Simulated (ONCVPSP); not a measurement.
fluorine (F): excitation energies, all-electron against ONCV

- Element: F
- Generator: ONCVPSP 4.0.1
- Type: optimised norm-conserving Vanderbilt (ONCV)
- Functional: PW91
- Relativity: scalar-relativistic
- Frozen core: [He]
- Valence charge: 7
- Reference configuration: 2s1.75 2p5.25
- Partial waves: 2s: rc 0.70 bohr, ncon 5, nbas 9, qcut 11.5 1/bohr, local; 2p: rc 1.65 bohr, ncon 5, nbas 9, qcut 8.9 1/bohr, 3 projectors, debl 1.5 Ha; d scattering state at 0.16 Ha: rc 1.75 bohr, ncon 4, nbas 7, qcut 6.4 1/bohr, 2 projectors, debl 2 Ha
- Local potential: the s channel
- Core correction: polynomial model core, fcfact 0.25

Energies are relative to the spin-unpolarised reference configuration 2s1.75 2p5.25; without spin polarisation the order of configurations can differ from experiment.

Task: Give the all-electron excitation energy and the error of the potential for: 2s2 2p5; 2s2 2p4; 2s2 2p3; 2s2 2p4.5.

Result:

| valence configuration | charge | ΔE all-electron (eV) | error AE − PS (meV) |
| --- | --- | --- | --- |
| 2s2 2p5 | 0 | -4.687 | +0.8 |
| 2s2 2p4 | +1 | 14.806 | +85 |
| 2s2 2p3 | +2 | 53.317 | +484 |
| 2s2 2p4.5 | +0.5 | 2.904 | +22 |

Levels in the configuration 2s2 2p5:

```
level  all-electron (eV)  pseudo (eV)
   2s            -29.946      -29.932
   2p            -11.203      -11.184
```
